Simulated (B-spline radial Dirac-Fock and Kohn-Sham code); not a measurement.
The N-like isoelectronic sequence (7 electrons), Z = 7 to 22

Model: Dirac-Fock ΔSCF + Breit + QED. Program: an atomic code on a B-spline grid. Binding energies in eV, tabulated ground configurations ([He] 2s2 2p3 throughout). No correlation.

```
  ion      1s      2s  outermost level  NIST ionisation energy
    N   411.9   24.43       12.20 (2p)                14.53413
   O⁺       ?       ?                ?                       ?
  F²⁺   752.0   78.40       59.29 (2p)                62.70798
 Ne³⁺   963.3   115.9       93.29 (2p)                   97.19
 Mg⁵⁺  1468.4   211.5       181.9 (2p)           186.76 ± 0.06
 Al⁶⁺  1762.2   269.6       236.5 (2p)           241.76 ± 0.09
 Si⁷⁺  2083.4   334.7       298.0 (2p)           303.59 ± 0.05
  P⁸⁺  2432.3   406.7       366.3 (2p)           372.31 ± 0.21
  S⁹⁺  2808.7   485.5       441.5 (2p)             447.7 ± 0.3
Cl¹⁰⁺  3212.7   571.4       523.5 (2p)               530 ± 0.4
Ar¹¹⁺  3644.5   664.1       612.4 (2p)               619 ± 0.4
 K¹²⁺  4104.1   763.9       708.2 (2p)             714.7 ± 0.5
Ca¹³⁺  4591.5   870.6       810.8 (2p)             817.2 ± 0.6
Sc¹⁴⁺  5106.8   984.4       920.3 (2p)             926.5 ± 0.7
Ti¹⁵⁺  5650.2  1105.2      1036.7 (2p)            1042.5 ± 0.8
```

Task: Fill in the row of O⁺.

Result: 1s 568.2, 2s 47.90, outermost 32.23 (2p), NIST 35.12112 eV.

NIST's values are for the lowest levels; a dash marks a value that is missing or belongs to another shell. Their kind here: measured, semi-empirical. Where a p, d or f shell is open in either ion the computed value averages over both j values and all terms, while the table refers to the lowest levels; that difference holds spin-orbit splitting (largest in heavy or highly charged ions), term energies where several electrons share open shells, and correlation, and it can reach 10 % or more.
